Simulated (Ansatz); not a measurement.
# One elementary step

Start structure (BNH$_{7}$O$_{2}$F, closed shell), relaxed at PBE0-D4/def2-TZVP:

```csv
atom,x (Å),y (Å),z (Å)
B1,-0.3714,-0.1486,-0.4626
H2,0.5978,-0.9191,-0.6702
O3,-0.7110,0.5951,-1.6299
O4,-1.4720,-0.7248,0.2286
H5,0.5584,0.4361,1.4842
N6,0.2024,0.9297,0.6679
H7,1.3266,-1.3570,0.5348
F8,1.7954,-1.3319,1.3558
H9,-0.1138,0.4266,-2.3574
H10,-2.1735,-0.9364,-0.3884
H11,0.9418,1.5145,0.2939
H12,-0.5805,1.5159,0.9434
```

The step: BH₃O₂ ([OH][BH][OH]) + NH₃ + HF → BNH₄O₂ ([NH2][B]([OH])[OH]) + HF + H₂; bonds formed: H2–H7, H5–F8; dative contacts that become bonds: B1–N6; bonds broken: B1–H2, H5–N6, H7–F8. Computed with Ansatz 0.2.0 (basis: def2-TZVPP and def2-QZVPP); correlated methods freeze the cores. Extrapolation: Hartree–Fock as exp(−7.88 √X), correlation as X^−2.97. Energies below are by CCSD(T) at an estimated basis limit (MP2 extrapolated from triple and quadruple zeta, plus CCSD(T) − MP2 in triple zeta).

(1) What are the electronic barrier and the energy of the step, from the start structure to the end structure? (To be estimated.)

The T1 diagnostic stays at or below 0.013.

## Answers

(1) Computed: Barrier 22.88 kcal/mol; step energy -12.63 kcal/mol (downhill); reverse barrier, their difference, 35.51 kcal/mol. Barrier and step energy count from the start structure, the reverse barrier from the end structure.

The saddle point: One imaginary mode of 1022i cm⁻¹.
```tsv
pair	start (Å)	saddle (Å)	end (Å)
B1–N6	1.66	1.54	1.44
H2–H7	1.47	0.89	0.75
H5–F8	2.16	1.30	0.95
B1–H2	1.26	1.59	3.56
H5–N6	1.02	1.15	1.72
H7–F8	0.95	1.33	2.51
```

Zero-point energy (harmonic, PBE0-D4): ZPE is 59.10 kcal/mol at the start and 55.59 kcal/mol at the saddle, so the barrier goes from 22.88 to 19.37 kcal/mol.

Labels in which every atom is bracketed show which atoms are joined, not bond orders.

For scale, one of the runs: CCSD(T)/def2-TZVPP, 253 basis functions, launched by `ansatz run in.yaml --threads 8 --pin off --events-out ev --progress --plain --max-ram 19148MiB`. The run took 2.1 min on 8 CPU threads of an Arm Neoverse V1 (shared host), with 6.2 GiB of host memory at its peak.
